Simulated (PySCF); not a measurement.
Stationary points of SnCl4

Level of theory: PySCF, PBE0, basis Sn def2-SVP with ECP28, Cl def2-SVP (scalar-relativistic core potentials, no spin–orbit coupling, density fitting).

Relaxations began from a few typed shapes. The search is not exhaustive: other isomers or separated fragments can lie lower, and high-lying points may rest on an excited occupation.

Which is the lowest minimum found?
A. singlet D4h: Sn–Cl 2.355 Å (×4); Cl–Sn–Cl 90.0° (×4), Cl–Sn–Cl 180.0° (×2)
B. singlet Td: Sn–Cl 2.317 Å (×4); Cl–Sn–Cl 109.5° (×6)

B. The others lie at 154.9 (singlet D4h, a saddle point) kJ/mol above it.

Counting electrons, tin keeps none of its valence electrons outside its bonds, so the VSEPR class is AX4 and the expected shape is tetrahedral (Td), as computed.
